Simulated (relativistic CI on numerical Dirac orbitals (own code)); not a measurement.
# Magnetism of Co+, 3d8, in a crystal field

Calculated by Dirac-Coulomb-Breit CI, orbitals from a KLI potential per configuration, QED by a radiative potential, valence Slater integrals scaled by 0.65, one configuration in a parametric crystal field (own radial code).

Field parameters in Wybourne normalisation: D3d B²₀ = −7Dσ, B⁴₀ = −14Dq − 21Dτ, B⁴₃ = −14√(10/7) Dq; D4h B²₀ = −7Ds, B⁴₀ = 21(Dq − Dt), B⁴₄ = 21√(5/14) Dq. The field is a parameter set, without covalency.

S is read from ⟨S²⟩ = S(S + 1).

Powder χT (cm³ K mol⁻¹) by Van Vleck's formula, with temperature-independent terms:

```csv
Field,2 K,5 K,10 K,20 K,50 K,100 K,200 K,300 K
"D3d, 10Dq = 4600, Dσ = -700, Dτ = 330 cm⁻¹",0.223,0.554,0.949,1.2,1.29,1.31,1.34,1.38
"D3d, 10Dq = 6750, Dσ = -1060, Dτ = -150 cm⁻¹",0.24,0.594,0.996,1.23,1.31,1.34,1.37,1.41
"D3d, 10Dq = 10600, Dσ = 150, Dτ = 200 cm⁻¹",1.15,1.16,1.16,1.16,1.17,1.17,1.19,1.21
"D3d, 10Dq = 12300, Dσ = -1060, Dτ = 60 cm⁻¹",0.704,1.05,1.12,1.14,1.15,1.16,1.17,1.19
"D3d, 10Dq = 17000, Dσ = -810, Dτ = -460 cm⁻¹",1.02,1.11,1.12,1.12,1.13,1.13,1.15,1.16
"D4h, 10Dq = 5050, Ds = 270, Dt = 410 cm⁻¹",0.114,0.285,0.57,1.1,1.79,1.98,2.11,2.21
"D4h, 10Dq = 6700, Ds = -880, Dt = 690 cm⁻¹",0.0801,0.2,0.4,0.8,1.74,2.27,2.52,2.65
"D4h, 10Dq = 16750, Ds = 620, Dt = 1170 cm⁻¹",0.241,0.593,0.972,1.18,1.25,1.27,1.29,1.32
```

Q: For D3d, 10Dq = 17000, Dσ = -810, Dτ = -460 cm⁻¹: what effective moment follows at 300 K?

A: μ_eff = √(8χT) = 3.05 μB. The ground level has S = 1.00; the spin-only moment for S = 1 is 2.83 μB. The difference comes from the orbital moment, spin-orbit mixing of terms and temperature-independent paramagnetism, all larger in this ionic model than in covalent complexes.
